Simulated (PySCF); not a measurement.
O3 (SMILES O=[O+][O-]), singlet, at a GFN2-xTB geometry. Base run: HF/cc-pVDZ, polarisability in PySCF.

Input for PySCF:
```python
from pyscf import gto, scf
from pyscf.prop import polarizability

mol = gto.Mole()
mol.atom = '''
    O    -0.06945708    1.07326302   -0.18881454
    O     0.00362457   -0.00592030    0.40975419
    O     0.06583251   -1.06734272   -0.22093965
'''
mol.basis = 'cc-pvdz'
mol.verbose = 4
mol.build()

mf = scf.RHF(mol)
mf.kernel()
alpha = mf.Polarizability().polarizability()[2, 2]
print('alpha_zz =', alpha)
```

Each row names what was changed in the base input (with any setting that the change needs).

```json
[
 {"change": "base", "alpha_zz (bohr³)": "6.65", "basis functions": "42"},
 {"change": "functional = lda,vwn", "alpha_zz (bohr³)": "6.64", "basis functions": "42"},
 {"change": "basis = 6-31G", "alpha_zz (bohr³)": "(withheld)", "basis functions": "(withheld)"},
 {"change": "functional = pbe0", "alpha_zz (bohr³)": "6.63", "basis functions": "42"},
 {"change": "basis = aug-cc-pVDZ", "alpha_zz (bohr³)": "11.55", "basis functions": "69"},
 {"change": "finite field (a.u.) = 2e-4; conv_tol = 1e-11", "alpha_zz (bohr³)": "6.65", "basis functions": "42"},
 {"change": "functional = camb3lyp", "alpha_zz (bohr³)": "6.56", "basis functions": "42"},
 {"change": "basis = 6-31+G*", "alpha_zz (bohr³)": "9.94", "basis functions": "54"},
 {"change": "basis = STO-3G", "alpha_zz (bohr³)": "(withheld)", "basis functions": "(withheld)"},
 {"change": "basis = def2-SVP", "alpha_zz (bohr³)": "6.98", "basis functions": "42"},
 {"change": "basis = def2-TZVP", "alpha_zz (bohr³)": "(withheld)", "basis functions": "(withheld)"},
 {"change": "functional = pbe", "alpha_zz (bohr³)": "6.67", "basis functions": "42"}
]
```

Problem. Some entries are withheld; supply them.

Solution. 
- basis = 6-31G, alpha_zz (bohr³): 5.86
- basis = 6-31G, basis functions: 27
- basis = STO-3G, alpha_zz (bohr³): 2.20
- basis = STO-3G, basis functions: 15
- basis = def2-TZVP, alpha_zz (bohr³): 9.51
- basis = def2-TZVP, basis functions: 93

Finite-field rows take the second difference of the energy in a field along z; a small field with loose convergence shows SCF noise divided by the square of the field, and a large one adds hyperpolarisability.
